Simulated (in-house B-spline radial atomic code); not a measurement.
Removing one electron from the mercury ion Hg⁴⁸⁺

Closed shell [Ar] 3d10 4s2 (4p1/2)2. Computed with a B-spline radial code for spherical atoms: Koopmans values of Dirac-Hartree-Fock plus a diagonal self-energy, in second order or with its direct term screened (direct RPA, with the hole-particle interaction, or full time-dependent Hartree-Fock), linearised in energy; no-pair Dirac-Coulomb Hamiltonian, finite nucleus. Shifts add to the Koopmans value (the ΔSCF shift is orbital relaxation alone); the final value takes TDHF screening with Breit and QED.

The shells are closed in jj coupling only; the real ground state mixes other jj configurations.

Command:
```bash
python run_mb.py task.json out
```
Settings (nuclear radius in fm, box in bohr, cutoff in hartree; a minus after a letter marks j = l - 1/2):
```
basis_form          2
Z                   80
core_configuration  [Ar] 3d10 4s2 4p-2
rms_radius          5.4648
mass_number         202
speed_of_light      137.036
box_radius          2.605
lmax                7
intervals           56
virtual_cutoff      25600.0
```

Run time, properties included: 22 s on 1 thread of Arm Neoverse V1, with other jobs on the host.

Energies in eV:

| subshell | Koopmans | ΔSCF shift | second order | direct RPA | hole-particle | TDHF | Breit + QED | final |
| --- | --- | --- | --- | --- | --- | --- | --- | --- |
| 4p1/2 | 2749.97 | -0.460 | ? | ? | ? | ? | ? | ? |
| 4s1/2 | 2864.07 | -0.432 | 0.909 | 1.152 | 0.723 | 0.741 | -4.375 | 2860.43 |

Question: What does the self-energy do to 4p1/2?

Answer: It shifts the removal energy by 1.817 eV in second order, 1.676 with direct RPA, 1.734 with the hole-particle term and 1.790 with TDHF screening (quasi-particle weight 0.996); Breit and QED add -4.053 eV. The final value is 2747.71 eV, against 2745 ± 4 eV (NIST, tabulated theory).
